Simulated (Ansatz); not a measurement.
Molecule: BiF3 (charge 0, singlet). 
Geometry from a B3LYP-D3(BJ)/def2-TZVP (Ansatz, an electronic-structure program) optimisation:
SMILES: [F][Bi]([F])[F]
```xyz
4

Bi     0.0004    -0.0017     0.2538
F     -1.3717    -1.0299    -0.7847
F     -0.2126     1.7093    -0.7687
F      1.5802    -0.6640    -0.7875
```
Charge 0, spin multiplicity 1.

Basis-set convergence of Hartree-Fock and MP2 correlation energies (hartree) with Ansatz. Correlated levels leave the core frozen unless marked. No spin-orbit coupling. Frozen are the shells of the preceding noble gas and the d and f shells that filled before the atom's block. Past Kr the def2 sets carry scalar-relativistic core potentials.

| basis | functions | E(HF) | E(corr, MP2) |
|---|---|---|---|
| def2-SVP | 68 | -511.66522 | -0.65583 |
| def2-TZVPP | 143 | … | … |

### Question
What belongs in the gaps?

### Answer

- def2-TZVPP, E(HF): -512.07890
- def2-TZVPP, E(corr, MP2): -0.88107
